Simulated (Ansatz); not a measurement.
C$_{2}$H$_{4}$AlN, SMILES `C[C]1=[N][AlH]1`. The species carries charge 0 and has multiplicity 1.

```
atom    x (Å)    y (Å)    z (Å)
  C1   0.4980  -1.2150   0.1965
  C2  -0.1064   0.1329   0.0571
  N3  -0.9338   0.7263   0.8502
 Al4  -0.5547   1.8074  -0.5761
  H5   1.5877  -1.1347   0.2254
  H6   0.1383  -1.6990   1.1091
  H7   0.2477  -1.8295  -0.6721
  H8  -0.8767   3.2115  -1.1900
```

Question: What are the harmonic wavenumbers in cm⁻¹ at PBE0-D4/def2-TZVP (Ansatz, finite differences of forces, unscaled)? (An estimate is asked.)

Answer: Ansatz gave: 125, 293, 313, 368, 451, 625, 727, 972, 995, 1164, 1371, 1451, 1454, 1572, 2001, 3038, 3123, 3127.

Question: Is this a minimum?

Answer: Yes, all 18 modes are real.

Question: Give the ideal-gas thermochemistry at 298.15 K and 1 bar (rigid rotor, harmonic oscillator; point group Cs, symmetry number 1).

Answer: Zero-point energy 138.6 kJ/mol; H(298) − E = 155.1 kJ/mol; entropy 300.4 J/(mol·K), of which translation 161.7, rotation 102.3, vibration 36.4; G(298) − E = 65.5 kJ/mol.

Question: And at 400, 500, 600, 800 and 1000 K?

Answer: 
| T (K) | H − E (kJ/mol) | S (J/mol/K) | G − E (kJ/mol) |
| --- | --- | --- | --- |
| 400 | 164.0 | 326.1 | 33.6 |
| 500 | 174.1 | 348.6 | -0.2 |
| 600 | 185.3 | 368.9 | -36.1 |
| 800 | 210.3 | 404.8 | -113.5 |
| 1000 | 238.0 | 435.7 | -197.7 |
